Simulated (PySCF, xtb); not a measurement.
B(NMe2)3 (C₆H₁₈BN₃), SMILES N(C)(B(N(C)C)N(C)C)C.

xtb 6.7.1 with GFN2-xTB at its own geometry gives an orbital gap of 5.61 eV and a dipole moment of 0.01 D.

Coordinates come from a PBE0-D3(BJ)/def2-SVP optimisation. The isomer is the one that the SMILES or the coordinates give; other isomers of the formula were not compared. Other conformers were not sampled.

What does CAM-B3LYP/def2-SVP run with PySCF give? (Estimate from the structure and the level; the computed values follow.)

gap 9.40 eV (levels -7.06 and 2.34 eV), dipole 0.00 D.
